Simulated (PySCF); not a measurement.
## Spinor energies of Os²⁺ (osmium, charge +2)

Start: [Xe] 4f14 5d6; 5d3/2 filled at m_j = -3/2, -1/2, +1/2, +3/2; 5d5/2 filled at m_j = +3/2, +5/2. Calculated with PySCF 2.14 in x2c-SVPall-2c (7s9p9d2f, 93 functions): generalised Hartree-Fock with the X2C-1e Hamiltonian and a Gaussian nucleus; one run each with spin-orbit coupling (SO) switched off, then screened by Boettger's factors.

```json
{"spinor shell": "1s1/2", "electrons": "2", "ε, spin-free (eV)": "-74292.1", "ε, screened SO (eV)": "-74267.4", "weight of nominal j (screened SO)": "1.000", "rms radius, screened SO (bohr)": "0.0201"}
{"spinor shell": "2s1/2", "electrons": "2", "ε, spin-free (eV)": "-13098.9", "ε, screened SO (eV)": "-13091.1", "weight of nominal j (screened SO)": "1.000", "rms radius, screened SO (bohr)": "0.0809"}
{"spinor shell": "2p1/2", "electrons": "2", "ε, spin-free (eV)": "-11415.5", "ε, screened SO (eV)": "-12513.0", "weight of nominal j (screened SO)": "1.000", "rms radius, screened SO (bohr)": "0.0687"}
{"spinor shell": "2p3/2", "electrons": "4", "ε, spin-free (eV)": "-11415.5", "ε, screened SO (eV)": "-10975.7", "weight of nominal j (screened SO)": "1.000", "rms radius, screened SO (bohr)": "0.0764"}
{"spinor shell": "3s1/2", "electrons": "2", "ε, spin-free (eV)": "-3126.5", "ε, screened SO (eV)": "-3123.8", "weight of nominal j (screened SO)": "1.000", "rms radius, screened SO (bohr)": "0.207"}
{"spinor shell": "3p1/2", "electrons": "2", "ε, spin-free (eV)": "-2623.9", "ε, screened SO (eV)": "-2865.8", "weight of nominal j (screened SO)": "1.000", "rms radius, screened SO (bohr)": "0.198"}
{"spinor shell": "3p3/2", "electrons": "4", "ε, spin-free (eV)": "-2623.9", "ε, screened SO (eV)": "-2524.9", "weight of nominal j (screened SO)": "1.000", "rms radius, screened SO (bohr)": "0.214"}
{"spinor shell": "3d3/2", "electrons": "4", "ε, spin-free (eV)": "-2054.7", "ε, screened SO (eV)": "-2096.5", "weight of nominal j (screened SO)": "1.000", "rms radius, screened SO (bohr)": "0.189"}
{"spinor shell": "3d5/2", "electrons": "6", "ε, spin-free (eV)": "-2054.7", "ε, screened SO (eV)": "-2024.0", "weight of nominal j (screened SO)": "1.000", "rms radius, screened SO (bohr)": "0.192"}
{"spinor shell": "4s1/2", "electrons": "2", "ε, spin-free (eV)": "-707.60", "ε, screened SO (eV)": "-706.65", "weight of nominal j (screened SO)": "1.000", "rms radius, screened SO (bohr)": "0.459"}
{"spinor shell": "4p1/2", "electrons": "2", "ε, spin-free (eV)": "-539.83", "ε, screened SO (eV)": "-597.07", "weight of nominal j (screened SO)": "1.000", "rms radius, screened SO (bohr)": "0.466"}
{"spinor shell": "4p3/2", "electrons": "4", "ε, spin-free (eV)": "-539.83", "ε, screened SO (eV)": "-516.05", "weight of nominal j (screened SO)": "1.000", "rms radius, screened SO (bohr)": "0.499"}
{"spinor shell": "4d3/2", "electrons": "4", "ε, spin-free (eV)": "-327.10", "ε, screened SO (eV)": "-335.70", "weight of nominal j (screened SO)": "0.999", "rms radius, screened SO (bohr)": "0.520"}
{"spinor shell": "4d5/2", "electrons": "6", "ε, spin-free (eV)": "-327.10", "ε, screened SO (eV)": "-320.31", "weight of nominal j (screened SO)": "1.000", "rms radius, screened SO (bohr)": "0.531"}
{"spinor shell": "5s1/2", "electrons": "2", "ε, spin-free (eV)": "-125.15", "ε, screened SO (eV)": "-124.89", "weight of nominal j (screened SO)": "1.000", "rms radius, screened SO (bohr)": "1.08"}
{"spinor shell": "5p1/2", "electrons": "2", "ε, spin-free (eV)": "-79.509", "ε, screened SO (eV)": "-89.680", "weight of nominal j (screened SO)": "0.727", "rms radius, screened SO (bohr)": "1.12"}
{"spinor shell": "4f5/2", "electrons": "6", "ε, spin-free (eV)": "-88.385", "ε, screened SO (eV)": "-89.559", "weight of nominal j (screened SO)": "0.910", "rms radius, screened SO (bohr)": "0.679"}
{"spinor shell": "4f7/2", "electrons": "8", "ε, spin-free (eV)": "-88.385", "ε, screened SO (eV)": "-86.597", "weight of nominal j (screened SO)": "0.990", "rms radius, screened SO (bohr)": "0.612"}
{"spinor shell": "5p3/2", "electrons": "4", "ε, spin-free (eV)": "-79.509", "ε, screened SO (eV)": "-74.920", "weight of nominal j (screened SO)": "0.976", "rms radius, screened SO (bohr)": "1.27"}
{"spinor shell": "5d3/2", "electrons": "4", "ε, spin-free (eV)": "-29.355", "ε, screened SO (eV)": "-29.356", "weight of nominal j (screened SO)": "0.728", "rms radius, screened SO (bohr)": "1.81"}
{"spinor shell": "5d5/2", "electrons": "2", "ε, spin-free (eV)": "-29.355", "ε, screened SO (eV)": "-29.275", "weight of nominal j (screened SO)": "0.819", "rms radius, screened SO (bohr)": "1.83"}
```

| quantity | spin-free | screened SO |
| --- | --- | --- |
| E (hartree) | -17239.37360 | -17261.86275 |
| M_J | 4 | 4 |
| ⟨J²⟩ | 20.050 | 20.056 |
| ⟨L²⟩ | 6.047 | 6.775 |
| ⟨S²⟩ | 6.003 | 5.718 |

Each row is a mean over spinors that exchange with the open shell spreads, by up to 7.782 eV (5p3/2).

Rows whose weight is well below 1 are mixtures of j = l ± 1/2: exchange outweighs spin-orbit coupling there, and the label is only the starting occupation.

⟨J²⟩ departs a little from M_J(M_J + 1) because the unrestricted spinors polarise the closed shells.

Breit and QED terms are absent; they matter most for the inner s and p1/2 levels.

Densities and radii are taken from the X2C orbitals without a picture-change correction, which distorts them close to the nucleus.

Without spin-orbit coupling the j labels of p, d and f shells carry no meaning; the spin-free column gives the mean over the occupied spinors of each nl shell.
